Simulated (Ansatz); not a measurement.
Ansatz results at the PBE0-D4/def2-TZVP geometry: HOMO energy (PBE0/def2-TZVPP) -7.18 eV; HOMO energy (ωB97M-V/def2-TZVPP) -9.37 eV; LUMO energy (B3LYP/def2-TZVPP) -2.06 eV.

Each molecule was computed in one conformer, which needn't be the lowest.

(1) Which molecule gave them?
A. `[CH3][Sn]([OH])([OH])[F]`
B. `[NH2][Sn]([NH2])([NH2])[F]`
C. `C[S][Sn]([Cl])([S]C)[S]C`
D. `N#[C][Sn]([Cl])([Cl])[C]#N`

Results:

(1) C. The others give `[NH2][Sn]([NH2])([NH2])[F]`: -7.78, -10.19, -1.12; `N#[C][Sn]([Cl])([Cl])[C]#N`: -10.32, -12.60, -3.19; `[CH3][Sn]([OH])([OH])[F]`: -8.80, -11.20, -1.40.

B3LYP here is the variant with VWN-RPA as its local correlation; programs differ in this.
